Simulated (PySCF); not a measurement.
Identify the compound

The spectra below were simulated for a compound C6H2F4.

¹H NMR (400 MHz, computed): δ 7.12 (m, 2H).

¹³C{¹H} NMR (computed): δ 155.5 (C), 112.5 (CH).

A single conformation, no relativistic terms, rapidly exchanging positions averaged, in vacuum. Geometry: PBE0-D3(BJ)/def2-TZVP; B97-2/pcSseg-2 with gauge-including orbitals; PySCF 2.14.

Scale: TMS for ¹H and ¹³C (reference shieldings calculated alike).

Q: Propose a structure and justify it.

A: 
The formula gives 4 degrees of unsaturation (1 ring in the answer). 2 carbon signals for 6 carbons: some carbons are equivalent by symmetry or fast rotation. Carbon types of the structure: 4 × C, 2 × CH, which accounts for all hydrogens. δC 155.5: aromatic carbon bearing fluorine; the electronegative substituent deshields the carbon that carries it. δC 112.5: aromatic CH. δH 7.12: hydrogen on an aromatic CH; it sits in the deshielding region of the aromatic ring current.

Structure: 1,2,4,5-tetrafluorobenzene.

The data come from this structure; uniqueness wasn't tested.

Splittings by ¹⁹F in the carbon and heteronuclear signals aren't shown, as no couplings were computed. Shifts are as computed. Against solution values, carbons near 30 ppm lie about +3 ppm off and those near 130 ppm about +7 ppm. Of 1309 compounds with measured shifts, 239 miss one by over three times the rms of a fit or turn the order of signals round; such compounds aren't used in these exercises.
